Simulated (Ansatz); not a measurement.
`[SiH3][SiH2][NH][GeH3]` → `[SiH3][NH][GeH3]` + `[SiH2]` at 400 K and 1 bar (silylene loss).

Calculated with Ansatz (gas phase, PBE0-D4/def2-TZVP geometries, no zero-point term in ΔE). CBS: MP2 limit from def2 TZ/QZ plus the TZ coupled-cluster correction, frozen cores. This one scheme is used for every species. For Ge outer-core shells are correlated without core-valence functions, which leaves a few kJ/mol of doubt a bond. Scalar relativity is left out up to krypton. Each species was taken in one conformer, which may not be the lowest.

| species | CCSD(T)/CBS energy (Eh) | H − E (kJ/mol) | S (J/(mol·K)) |
| --- | --- | --- | --- |
| `[SiH3][SiH2][NH][GeH3]` | -2714.39913 | 255.0 | 448.8 |
| `[SiH3][NH][GeH3]` | -2424.11992 | 199.5 | 375.1 |
| `[SiH2]` | -290.19011 | 44.2 | 218.1 |

H − E and S are ideal-gas, rigid-rotor, harmonic terms from PBE0-D4/def2-TZVP, for one conformer and one mirror image of each species. 1 Eh = 2625.50 kJ/mol, R = 8.31446 J/(mol·K).

Problem. By hand: ΔE, ΔH, ΔS and ΔG.

Solution. ΔE = (-2424.11992) + (-290.19011) − (-2714.39913) = 0.08910 Eh = 233.9 kJ/mol. Δ(H − E) = 199.5 + 44.2 − 255.0 = -11.3, so ΔH = 222.6 kJ/mol. ΔS = 375.1 + 218.1 − 448.8 = 144.4 J/(mol·K). ΔG = 222.6 − 400 × (144.4)/1000 = 164.8 kJ/mol.

Problem. By hand: the equilibrium constant, and the temperature at which ΔG would vanish if ΔH and ΔS stayed fixed.

Solution. log₁₀ K = −ΔG/(RT ln 10) = -21.5. ΔG = 0 at ΔH/ΔS = 1542 K.

The number of gas molecules changes by +1, which sets the sign of ΔS. A doubt of 5 kJ/mol in ΔE shifts log₁₀ K by 0.7 here. Other conformers and mirror images would add mixing entropy, several J/(mol·K) or more a flexible species. Modes under 60 cm⁻¹, often nearly free rotors, make the harmonic entropy too high. These are equilibria of isolated gas molecules and say nothing of rates. Largest T1 diagnostic: 0.014 (customary marks: 0.02 for closed shells, 0.045 for open ones).
